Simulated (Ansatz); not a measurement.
**Abstraction of H: B(CH3)2(NH2) + SiH(NH2)2 → B(CH2)(CH3)(NH2) + SiH2(NH2)2**

Species: B(CH3)2(NH2), singlet; SiH(NH2)2, doublet; B(CH2)(CH3)(NH2), doublet; SiH2(NH2)2, singlet. A radical takes H: the energy is the difference in strength between the C–H bond broken and the Si–H bond made.

Shapes, held fixed at every level: PBE0-D4/def2-TZVP. Flexible molecules stand in one conformer, not always the lowest. Programs: Ansatz 0.2.0. The zero-point and thermal change to 298 K, harmonic and unscaled (PBE0-D4/def2-TZVP), is -9.0 kJ/mol.

| level | kind | ΔH(298 K) (kJ/mol) | less CCSD(T)/CBS estimate | CPU time (sum over the molecules) |
| --- | --- | --- | --- | --- |
| HF/def2-SVP | Hartree–Fock | -13.8 | -28.3 | – |
| SPW92/def2-TZVPP | LDA | +45.8 | +31.3 | 14 s |
| r2SCAN-D4/def2-TZVPP | meta-GGA | +17.6 | +3.1 | 49 s |
| B3LYP-D4/def2-TZVPP | global hybrid | +16.5 | +2.0 | 42 s |
| BHLYP-D4/def2-TZVPP | global hybrid | +5.7 | -8.8 | 35 s |
| CCSD(T)/def2-TZVPP | coupled cluster or CI | +14.3 | -0.2 | 68 min |
| CCSD(T)/CBS estimate | coupled cluster or CI | +14.5 | 0.0 | 71 min |

The highest level, CCSD(T)/CBS estimate, gives ΔH(298 K) = +14.5 kJ/mol; the levels span -13.8 to +45.8. They disagree on the sign: 6 of 7 are positive. The column of differences is taken from that level and isn't an error. No measured value is set beside it here. Open shells run unrestricted. The CBS estimate extrapolates MP2 from def2-TZVPP and def2-QZVPP and adds CCSD(T) − MP2 in the triple-zeta set, cores frozen. Times are processor times on shared x86 and Arm servers, and rough.
